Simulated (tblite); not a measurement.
C7H10O.
Bonds: C1–O2, O2–C3, C3–C4, C4–C5 (double), C5–C6, C6–C7, C7–C8 (double), C4–C8. Hydrogens: H9, H10, H11 on C1; H12, H13 on C3; H14 on C5; H15, H16 on C6; H17 on C7; H18 on C8.

Computed with GFN2-xTB (tblite), gas phase: L-BFGS steps from a force-field or distance-geometry start until the largest atomic force falls under 0.01 eV/Å.

At the end of the run (lengths in Å): O2–C3 1.415, C1–O2 1.404, C4=C5 1.343, C1–H11 1.088, C3–H12 1.095, C6–H15 1.092, C7–H17 1.074, C1–O2–C3 113.3°, C3–C4–C8 123.2°, C3–C4–C5 128.0°, C4–C5–C6 109.7°, C1–O2–C3–C4 -65°, O2–C3–C4–C5 120°, C3–C4–C5–C6 -179°, H12–C3–O2–C1 175°, H15–C6–C5–C4 121°.

Task: These geometries were met on the way; a selection of coordinates is given. Order them by energy above the end point, lowest first.
A. O2–C3 1.359, C1–O2 1.364, C4=C5 1.309, C1–H11 1.119, C3–H12 1.125, C6–H15 1.120, C7–H17 1.099, C1–O2–C3 117.9°, C3–C4–C8 124.8°, C3–C4–C5 127.0°, C4–C5–C6 112.1°, C1–O2–C3–C4 -60°, O2–C3–C4–C5 120°, C3–C4–C5–C6 180°, H12–C3–O2–C1 -176°, H15–C6–C5–C4 114°
B. O2–C3 1.414, C1–O2 1.404, C4=C5 1.339, C1–H11 1.087, C3–H12 1.096, C6–H15 1.090, C7–H17 1.070, C1–O2–C3 114.3°, C3–C4–C8 125.1°, C3–C4–C5 125.6°, C4–C5–C6 109.3°, C1–O2–C3–C4 -61°, O2–C3–C4–C5 120°, C3–C4–C5–C6 179°, H12–C3–O2–C1 180°, H15–C6–C5–C4 117°
C. O2–C3 1.413, C1–O2 1.406, C4=C5 1.343, C1–H11 1.088, C3–H12 1.093, C6–H15 1.091, C7–H17 1.077, C1–O2–C3 114.4°, C3–C4–C8 125.1°, C3–C4–C5 126.1°, C4–C5–C6 109.7°, C1–O2–C3–C4 -61°, O2–C3–C4–C5 120°, C3–C4–C5–C6 179°, H12–C3–O2–C1 179°, H15–C6–C5–C4 118°
D. O2–C3 1.411, C1–O2 1.405, C4=C5 1.366, C1–H11 1.101, C3–H12 1.099, C6–H15 1.100, C7–H17 1.068, C1–O2–C3 115.5°, C3–C4–C8 126.6°, C3–C4–C5 124.8°, C4–C5–C6 109.9°, C1–O2–C3–C4 -61°, O2–C3–C4–C5 122°, C3–C4–C5–C6 179°, H12–C3–O2–C1 -177°, H15–C6–C5–C4 114°
E. O2–C3 1.425, C1–O2 1.416, C4=C5 1.337, C1–H11 1.093, C3–H12 1.089, C6–H15 1.093, C7–H17 1.072, C1–O2–C3 114.8°, C3–C4–C8 125.8°, C3–C4–C5 125.0°, C4–C5–C6 110.2°, C1–O2–C3–C4 -61°, O2–C3–C4–C5 122°, C3–C4–C5–C6 179°, H12–C3–O2–C1 -178°, H15–C6–C5–C4 115°

Result: C (0.013 eV), B (0.026 eV), E (0.074 eV), D (0.125 eV), A (0.318 eV).

```
step  E above end (eV)  rms distance from the end, all atoms (Å)  largest force (eV/Å)  rms shift of all bonds from the end (Å)
   7             0.013                                     0.065                 0.119                                    0.002
   4             0.026                                     0.069                 0.258                                    0.004
   2             0.074                                     0.076                 0.465                                    0.006
   1             0.125                                     0.078                 1.679                                    0.010
   0             0.318                                     0.082                 2.412                                    0.025
```

Rows stand in the order of the answer.
